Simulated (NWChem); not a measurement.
Program: NWChem. System: CdS, charge 0, spin multiplicity 1, at a geometry optimised with PBE0/def2-SVP with def2 effective core potentials on Cd. The structure started from a generated list of species. Level: HF/def2-SVPD with def2 effective core potentials on Cd.

Output (cleaned and shortened):

```
             Northwest Computational Chemistry Package (NWChem) 7.3.0
             --------------------------------------------------------

                                NWChem Input Module
                                -------------------

 Scaling coordinates for geometry "geometry" by  1.889725989
 (inverse scale =  0.529177249)

 Turning off AUTOSYM since
 SYMMETRY directive was detected!

                             Geometry "geometry" -> ""
                             -------------------------

 Output coordinates in angstroms (scale by  1.889725989 to convert to a.u.)

  No.       Tag          Charge          X              Y              Z
 ---- ---------------- ---------- -------------- -------------- --------------
    1 Cd                  48.0000     0.00000000     0.00000000     0.56144700
    2 S                   16.0000     0.00000000     0.00000000    -1.68434200

 Effective nuclear repulsion energy (a.u.)     180.9645194770

            Nuclear Dipole moment (a.u.)
            ----------------------------
        X                 Y               Z
 ---------------- ---------------- ----------------
     0.0000000000     0.0000000000    -0.0000302356

      Symmetry information
      --------------------

 Group name             C2v
 Group number             16
 Group order               4
 No. of unique centers     2

      Symmetry unique atoms

     1    2


 Summary of "ao basis" -> "" (spherical)
 ------------------------------------------------------------------------------
       Tag                 Description            Shells   Functions and Types
 ---------------- ------------------------------  ------  ---------------------
 *                         def2-svpd                  on all atoms

                                 NWChem DFT Module
                                 -----------------

 Summary of "ao basis" -> "ao basis" (spherical)
 ------------------------------------------------------------------------------
       Tag                 Description            Shells   Functions and Types
 ---------------- ------------------------------  ------  ---------------------
 Cd                        def2-svpd                12       34   5s4p2d1f
 S                         def2-svpd                11       27   5s4p2d

 Summary of "ao basis" -> "ao basis" (spherical)
 ------------------------------------------------------------------------------
       Tag                 Description            Shells   Functions and Types
 ---------------- ------------------------------  ------  ---------------------
 Cd                        def2-svpd                12       34   5s4p2d1f
 S                         def2-svpd                11       27   5s4p2d

            General Information
            -------------------
          SCF calculation type: DFT
          Wavefunction type:  closed shell.
          No. of atoms     :     2
          No. of electrons :    36
           Alpha electrons :    18
            Beta electrons :    18
          Charge           :     0
          Spin multiplicity:     1
          Use of symmetry is: off; symmetry adaption is: off
          Maximum number of iterations: 100
          AO basis - number of functions:    61
                     number of shells:    23
          Convergence on energy requested:  1.00D-06
          Convergence on density requested:  1.00D-05
          Convergence on gradient requested:  5.00D-04

              XC Information
              --------------
                     Hartree-Fock (Exact) Exchange  1.000

          Convergence Information
          -----------------------
          Convergence aids based upon iterative change in
          total energy or number of iterations.
          Levelshifting, if invoked, occurs when the
          HOMO/LUMO gap drops below (HL_TOL):  1.00D-02
          DIIS, if invoked, will attempt to extrapolate
          using up to (NFOCK): 10 stored Fock matrices.

                    Damping( 0%)  Levelshifting(0.5)       DIIS
                  --------------- ------------------- ---------------
          dE  on:    start            ASAP                start
          dE off:    2 iters        100 iters           100 iters
[...]
    41     -0.105868  2 S  py                21     -0.100064  1 Cd d  1
     6     -0.070715  1 Cd px                15      0.067295  1 Cd px

 Vector   18  Occ=2.000000D+00  E=-3.138048D-01
              MO Center=  1.8D-14,  3.6D-14, -1.5D+00, r^2= 1.9D+00
   Bfn.  Coefficient  Atom+Function         Bfn.  Coefficient  Atom+Function
  ----- ------------  ---------------      ----- ------------  ---------------
    47      0.533793  2 S  py                44      0.373735  2 S  py
    46      0.266621  2 S  px                41      0.211955  2 S  py
    43      0.186674  2 S  px                50      0.108231  2 S  py
    40      0.105868  2 S  px                19      0.100064  1 Cd d -1
     7     -0.070715  1 Cd py                16      0.067295  1 Cd py

 Vector   19  Occ=0.000000D+00  E=-5.714646D-02
              MO Center= -2.6D-14, -3.1D-14,  9.1D-01, r^2= 5.4D+00
   Bfn.  Coefficient  Atom+Function         Bfn.  Coefficient  Atom+Function
  ----- ------------  ---------------      ----- ------------  ---------------
    14      0.653343  1 Cd pz                39      0.379750  2 S  s
    48     -0.342747  2 S  pz                 5      0.325362  1 Cd s
    45     -0.219640  2 S  pz                 4      0.197609  1 Cd s
     8     -0.191987  1 Cd pz                11      0.166957  1 Cd pz
     2     -0.143686  1 Cd s                 42     -0.128099  2 S  pz

 Vector   20  Occ=0.000000D+00  E= 4.947090D-02
              MO Center= -2.4D-14,  1.2D-14,  8.4D-01, r^2= 7.2D+00
   Bfn.  Coefficient  Atom+Function         Bfn.  Coefficient  Atom+Function
  ----- ------------  ---------------      ----- ------------  ---------------
    12      1.258539  1 Cd px                13     -0.659032  1 Cd py
    49     -0.366012  2 S  px                15     -0.314684  1 Cd px
     9      0.224820  1 Cd px                50      0.191661  2 S  py
    46     -0.189689  2 S  px                16      0.164784  1 Cd py
     6     -0.154417  1 Cd px                10     -0.117727  1 Cd py

 Vector   21  Occ=0.000000D+00  E= 4.947090D-02
              MO Center=  1.4D-14,  2.1D-14,  8.4D-01, r^2= 7.2D+00
   Bfn.  Coefficient  Atom+Function         Bfn.  Coefficient  Atom+Function
  ----- ------------  ---------------      ----- ------------  ---------------
    13      1.258539  1 Cd py                12      0.659032  1 Cd px
    50     -0.366012  2 S  py                16     -0.314684  1 Cd py
    10      0.224820  1 Cd py                49     -0.191661  2 S  px
    47     -0.189689  2 S  py                15     -0.164784  1 Cd px
     7     -0.154417  1 Cd py                 9      0.117727  1 Cd px

 center of mass
 --------------
 x =   0.00000000 y =   0.00000000 z =   0.13082523

 moments of inertia (a.u.)
 ------------------
         449.635832671404           0.000000000000           0.000000000000
           0.000000000000         449.635832671404           0.000000000000
           0.000000000000           0.000000000000           0.000000000000

     Multipole analysis of the density
     ---------------------------------

     L   x y z        total         alpha         beta         nuclear
     -   - - -        -----         -----         ----         -------
     0   0 0 0     -0.000000    -18.000000    -18.000000     36.000000

     1   1 0 0     -0.000000     -0.000000     -0.000000      0.000000
     1   0 1 0     -0.000000     -0.000000     -0.000000      0.000000
     1   0 0 1      3.116825     16.412162     16.412162    -29.707498

     2   2 0 0    -26.417674    -13.208837    -13.208837      0.000000
     2   1 1 0      0.000000      0.000000      0.000000      0.000000
     2   1 0 1      0.000000      0.000000      0.000000      0.000000
     2   0 2 0    -26.417674    -13.208837    -13.208837      0.000000
     2   0 1 1     -0.000000     -0.000000     -0.000000      0.000000
     2   0 0 2    -26.175532   -105.393676   -105.393676    184.611820

 *** CALLING NEW AORESP DRIVER FOR CLOSED AND OPEN SHELLS ***
 Entering AOResponse driver routine

--------------------------------------------------------------------------------

          ****************
          *** RESPONSE ***
          ****************

 Response module for NWChem and dynamic CPKS solver

          -----------------------------------------------
          Solving response equations for perturbing field
          -----------------------------------------------

 number of frequencies:     1
 frequency in a.u.:  0.7730000E-01
 Perturbing field: electric
 Using El. Dipole Length Gauge

 Setting up CPKS with frequency omega =      0.07730000 a.u.

                            NWChem Dynamic CPHF Module
                            --------------------------

    scftype = RHF
    nclosed =   18
      nopen =    0
  variables =     1548
  num. vecs =        3
  tolerance =   1.0D-04
  max. iter =   50

 SCF residual:    1.7553015927609362E-005

Iterative solution of linear equations
  No. of variables     1548
  No. of equations        3
  Maximum subspace       30
       Convergence  1.0D-04

 ga_lkain filestub:cphf_sol
 ga_lkain filesoln:./mol.cphf_sol

   iter   nsub   residual    time
   ----  ------  --------  ---------
     1      3    3.27D+00       5.2
     2      6    4.00D+00       7.7
     3      9    4.30D+00      11.8
     4     12    3.50D+00      14.6
     5     15    1.17D+00      17.0
     6     18    1.77D-01      19.3
     7     21    6.97D-02      21.7
     8     24    1.76D-02      24.1
     9     27    6.88D-03      26.6
    10     30    5.82D-04      29.0
    11     30    1.76D-04      31.3
    12     30    5.12D-05      33.8

 Electric Dipole Response Matrix (nonzero elements):

              1        2        3
    1   46.6029   0.0000  -0.0000
    2    0.0000  46.6029  -0.0000
    3   -0.0000  -0.0000 140.0786

 ------------------------------------------
 average:        77.76147 + I       0.00000

 DFT Linear Response polarizability / au
 Frequency  =       0.0773000 / au
 Wavelength =     589.4353558 / nm
              X              Y              Z
 -----------------------------------------------
 X      46.6029160      0.0000000     -0.0000000
 Y       0.0000000     46.6029160     -0.0000000
 Z      -0.0000000     -0.0000000    140.0785774
 -----------------------------------------------
 Eigenvalues =      46.6029160     46.6029160    140.0785774
 Isotropic   =      77.7614698
 Anisotropic =      93.4756614
 -----------------------------------------------

 Magnetic Dipole Response Matrix (nonzero elements):
 Optical rotation tensor Beta

              1        2        3
    1    0.0000 -82.5635   0.0000
    2   82.5635  -0.0000  -0.0000
    3    0.0000  -0.0000  -0.0000

 ------------------------------------------
 average:         0.00000 + I       0.00000

 Exiting AOResponse driver routine

          -------------
          Dipole Moment
          -------------

 Center of charge (in au) is the expansion point
         X =       0.0000000 Y =       0.0000000 Z =      -0.8252083

   Dipole moment        3.1168251650 A.U.
             DMX       -0.0000000000 DMXEFC        0.0000000000
             DMY       -0.0000000000 DMYEFC        0.0000000000
             DMZ        3.1168251650 DMZEFC        0.0000000000
   -EFC- dipole         0.0000000000 A.U.
   Total dipole         3.1168251650 A.U.

   Dipole moment        7.9222392348 Debye(s)
             DMX       -0.0000000000 DMXEFC        0.0000000000
             DMY       -0.0000000000 DMYEFC        0.0000000000
             DMZ        7.9222392348 DMZEFC        0.0000000000
   -EFC- dipole         0.0000000000 DEBYE(S)
   Total dipole         7.9222392348 DEBYE(S)

 1 a.u. = 2.541766 Debyes

 Task  times  cpu:       33.8s     wall:       33.8s

 Total times  cpu:       33.9s     wall:       33.9s
```

Problem. Write an NWChem input that would produce this output.

Solution. One answer among several that fit: 
```
start mol
memory heap 200 mb stack 900 mb global 1100 mb
geometry units angstroms nocenter noautoz
  Cd     0.000000     0.000000     0.561447
  S      0.000000     0.000000    -1.684342
  symmetry group C2v
end
basis spherical
  * library def2-svpd
end
ecp
  Cd library def2-ecp
end
dft
  xc hfexch
  semidirect memsize 60000000 filesize 0
  iterations 100
end
property
  dipole
  response 1 0.0773
end
task dft property
```
